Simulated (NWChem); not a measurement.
C₂H₅ClSi; SMILES C=C([SiH3])Cl

```xyz
9

C      1.7961     0.2291     0.0000
C      0.4689     0.0825     0.0000
Si    -0.4609    -1.5540     0.0000
Cl    -0.5729     1.4865     0.0000
H      2.4411    -0.6540     0.0000
H      2.2731     1.2138     0.0000
H     -1.3235    -1.6384    -1.2143
H      0.5350    -2.6667     0.0000
H     -1.3235    -1.6384     1.2143
```
Atoms are numbered in this order, from 1.

All runs: NWChem. Coordinates come from a PBE0/def2-SVP optimisation. Ions are spin-unrestricted doublets at the neutral geometry; other ion states weren't tried.

For level PBE0/def2-SVP:

- vertical ionisation energy, ΔSCF (eV) = 9.75
- −ε(HOMO) (eV) = 7.56

Problem. Estimate the same quantities for level PBE/def2-SVP.

Solution. The vertical ionisation energy, ΔSCF (eV) comes out as 9.53. The −ε(HOMO) (eV) is 6.34.
